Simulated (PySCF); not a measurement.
## Ionising ZnN

PBE0; basis Zn def2-TZVPPD, N def2-TZVPPD; no relativity; PySCF 2.14. Neutral (UKS): quartet (σ ↑, π ↑↑), Re = 2.035 Å, ωe = 360 cm⁻¹, De = 0.39 eV, HOMO -6.08 eV, LUMO -2.68 eV.

ZnN⁺ (UKS): triplet (π ↑↑), Re = 1.956 Å, ωe = 459 cm⁻¹, De = 1.12 eV to Zn⁺ + N. The energies at the minima are -1833.70237 hartree for ZnN and -1833.39504 for ZnN⁺.

(1) Work out the adiabatic ionisation energy, without and with harmonic zero-point energies (1 hartree = 27.2114 eV, 1 eV = 8065.5 cm⁻¹), and the change of the bond length.

Weak bonds: ZnN. Basis-set superposition, not corrected here, can be much of De in a small basis, most of all at correlated wavefunction levels. For an ion De counts to the pair picked by the measured ionisation energies or electron affinities, which need not be the lowest pair at this level. States were picked by a PBE0 search and need not be the measured ground states.

Answers

(1) At PBE0: 0.30733 hartree = 8.363 eV between the minima; the zero-point term (459.0 − 360.0)/2 cm⁻¹ = +0.006 eV makes it 8.369 eV. Re changes by -7.9 pm against the neutral. The electron leaves a σ orbital, and the shorter bond of the ion fits an antibonding orbital, or a change in how ionic the bond is.
